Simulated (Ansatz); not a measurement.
Geometry optimisation, Ansatz, RHF/def2-SVP.

The input (input.yaml):

```yaml
crystal:
  periodic: [false, false, false]
  atoms:
    - { symbol: Ta, position_ang: [0.0, 0.0, 0.0] }
    - { symbol: Cl, position_ang: [2.82, 0.0, 0.0] }
    - { symbol: "N", position_ang: [0.0, 0.0, 2.16] }
    - { symbol: H, position_ang: [-0.2456, -0.8845, 2.69] }
    - { symbol: H, position_ang: [0.2456, 0.8845, 2.69] }
    - { symbol: F, position_ang: [0.0, 0.0, -1.93] }
    - { symbol: Cl, position_ang: [-1.235, 2.139, 0.0] }
    - { symbol: Cl, position_ang: [-1.235, -2.139, 0.0] }
    - { symbol: S, position_ang: [0.8829, 2.3648, -1.2117] }
    - { symbol: H, position_ang: [2.002, 2.0925, -2.0076] }
    - { symbol: H, position_ang: [2.2296, 1.4005, -0.7176] }
basis:
  gaussian: { orbitals: def2-SVP }
hamiltonian:
  xc: hf
relax:
  f_tol: 0.15
  max_steps: 25
  restrain:
    - { distance: [0, 8], at: 2.5, k: 30.0 }
    - { distance: [10, 1], at: 1.37, k: 30.0 }
    - { distance: [0, 1], at: 3.67, k: 30.0 }
    - { distance: [10, 8], at: 2.6, k: 30.0 }
```

Run as:

```bash
$ ansatz run input.yaml --threads 4 --pin off --max-ram 5120MiB --backend cpu --events-out ev --progress --plain --runs-dir out
```

Q: Where does it end, and by what steps?

A: The forces met the threshold. The restraints hold the end off the free minimum; the threshold counts their pulls, which the force column leaves out. Restrained pairs: Ta1–S9 (2.80 → 2.49 Å), Cl2–H11 (1.68 → 1.33 Å), Ta1–Cl2 (2.82 → 3.67 Å), S9–H11 (1.73 → 2.60 Å). After 18 steps the energy has fallen by 5.642 eV (the restraints' own energy left out); Cl7 moved furthest, 1.53 Å.

```json
{"step": "0", "energy less start (eV)": "0.0000", "largest force component (eV/Å)": "5.277", "accepted": "yes"}
{"step": "1", "energy less start (eV)": "-0.1629", "largest force component (eV/Å)": "5.013", "accepted": "yes"}
{"step": "2", "energy less start (eV)": "-0.7813", "largest force component (eV/Å)": "5.107", "accepted": "yes"}
{"step": "3", "energy less start (eV)": "-2.1784", "largest force component (eV/Å)": "3.659", "accepted": "yes"}
{"step": "4", "energy less start (eV)": "-3.3802", "largest force component (eV/Å)": "2.030", "accepted": "yes"}
{"step": "5", "energy less start (eV)": "-4.1307", "largest force component (eV/Å)": "1.197", "accepted": "yes"}
{"step": "6", "energy less start (eV)": "-4.6704", "largest force component (eV/Å)": "1.631", "accepted": "yes"}
{"step": "7", "energy less start (eV)": "-5.0229", "largest force component (eV/Å)": "1.801", "accepted": "yes"}
{"step": "8", "energy less start (eV)": "-5.2530", "largest force component (eV/Å)": "1.809", "accepted": "yes"}
{"step": "9", "energy less start (eV)": "-5.3627", "largest force component (eV/Å)": "1.656", "accepted": "yes"}
{"step": "10", "energy less start (eV)": "-5.4398", "largest force component (eV/Å)": "1.540", "accepted": "yes"}
{"step": "11", "energy less start (eV)": "-5.4799", "largest force component (eV/Å)": "1.567", "accepted": "yes"}
{"step": "12", "energy less start (eV)": "-5.5668", "largest force component (eV/Å)": "1.487", "accepted": "yes"}
{"step": "13", "energy less start (eV)": "-5.5945", "largest force component (eV/Å)": "1.485", "accepted": "yes"}
{"step": "14", "energy less start (eV)": "-5.5619", "largest force component (eV/Å)": "2.042", "accepted": "no"}
{"step": "15", "energy less start (eV)": "-5.6281", "largest force component (eV/Å)": "1.457", "accepted": "yes"}
{"step": "16", "energy less start (eV)": "-5.6376", "largest force component (eV/Å)": "1.471", "accepted": "yes"}
{"step": "17", "energy less start (eV)": "-5.6384", "largest force component (eV/Å)": "1.500", "accepted": "yes"}
{"step": "18", "energy less start (eV)": "-5.6424", "largest force component (eV/Å)": "1.495", "accepted": "yes"}
```

```xyz
11
Properties=species:S:1:pos:R:3
Ta -0.408 0.404 -0.144
Cl 3.033 -0.880 -0.201
N 0.119 0.549 1.742
H -0.089 -0.191 2.393
H 0.724 1.224 2.179
F 0.107 0.114 -1.937
Cl -2.502 1.327 -0.300
Cl -0.838 -1.876 0.180
S 1.171 2.324 -0.307
H 1.178 2.422 -1.642
H 2.970 0.442 -0.290
```

Run time: 62 s on 4 threads of Arm Neoverse V1 (shared host), peak memory 0.5 GiB.
